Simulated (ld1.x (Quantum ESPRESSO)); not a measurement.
# Transferability test, TM potential for Ta

ld1.x (Quantum ESPRESSO) 7.5 input, shortened:

```
&input
   title='Ta', zed=73., rel=2, dft='PZ', iswitch=3,
   config='[Xe] 4f14 5d3.5 6s1.5 6p0', rel_dist='average'
 /
 &inputp
   pseudotype=2, tm=.true., lloc=-2, rcloc=2.60,
   nlcc=.true., new_core_ps=.true., rcore=2.15
 /
3
6S  1  0   1.50   0.00  2.80  2.80  0.0
6P  2  1   0.00   0.00  3.15  3.15  0.0
5D  3  2   3.50   0.00  2.45  2.45  0.0
 &test
   configts(1)='5d3.5 6s1.5 6p0'
 /
```

Open shells are filled in proportion to 2j + 1 (rel_dist='average').

Energies are relative to the spin-unpolarised reference configuration 5d3.5 6s1.5 6p0; without spin polarisation the order of configurations can differ from experiment. Not all tests gave a result: 1 of 7 tests not solved or not reliable.

| valence configuration | charge | ΔE all-electron (eV) | error AE − PS (meV) |
| --- | --- | --- | --- |
| 5d3 6s2 6p0 | 0 | -0.981 | -9.9 |
| 5d3 6s0 6p0 | +2 | 23.031 | -33 |
| 5d1 6s0 6p0 | +4 | 82.291 | -902 |
| 5d2 6s0 6p0 | +3 | 46.949 | -252 |

Q: What are ΔE and the potential's error for 5d3 6s1 6p0?

A: ΔE = 7.723 eV all-electron; the error (AE − PS) is -5.1 meV.

Q: What are ΔE and the potential's error for 5d4 6s0 6p0?

A: ΔE = 9.183 eV all-electron; the error (AE − PS) is -33 meV.

Levels in the configuration 5d1 6s0 6p0:

```
   level  all-electron (eV)  pseudo (eV)
5d j=3/2            -42.000      -42.948
5d j=5/2            -41.046      -41.963
```
